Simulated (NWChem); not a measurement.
SiH3SeCl; SMILES [SiH3][Se]Cl

Computed with NWChem. Coordinates come from a PBE0/def2-SVP optimisation. Ions are spin-unrestricted doublets at the neutral geometry; other ion states weren't tried.

Question: Order these by “−ε(HOMO) (eV)”, lowest first: B3LYP/def2-SVPD; CAM-B3LYP/def2-SVPD; r2SCAN/def2-SVPD; PBE/def2-SVPD.

Answer: PBE/def2-SVPD (5.92), r2SCAN/def2-SVPD (6.20), B3LYP/def2-SVPD (6.86), CAM-B3LYP/def2-SVPD (8.37)
